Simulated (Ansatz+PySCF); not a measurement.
**singlet AgH: levels of theory in one basis**

```
atom    x (Å)    y (Å)    z (Å)
  Ag   0.0481  -0.0076  -0.0450
   H  -0.0329   0.0377   1.5887
```

Basis set: def2-SVP (spherical functions, with the set's core potentials past Kr). All electrons outside the core potentials are correlated. Charge 0, multiplicity 1.

Computed with Ansatz (development build ahead of 0.2.0); each method stands on the lowest determinant of its kind that the runs found. NEVPT2 correlates all electrons outside the core potentials. Active spaces start from the frontier orbitals, and the lowest solution found is given.

| method | E − E(RHF) (eV) | <S²> of the determinant |
| --- | --- | --- |
| RHF | 0.00 | 0.00 |
| RHF-MP2 | -9.59 | – |
| RHF-CCSD | -9.37 | – |
| RHF-CCSD(T) | -9.66 | – |
| SC-NEVPT2(2,2) | -9.69 | – |

Task: What does CASSCF(2,2) give on the same scale?

Result: -0.50 eV.

Task: Is a single determinant a sound starting point here?

Result: By this sign, yes. Unrestricted orbitals gain 0.00 eV and <S²> is 0.00 against 0.00 for a pure state. The CASSCF(2,2) natural occupations are 1.95, 0.05.
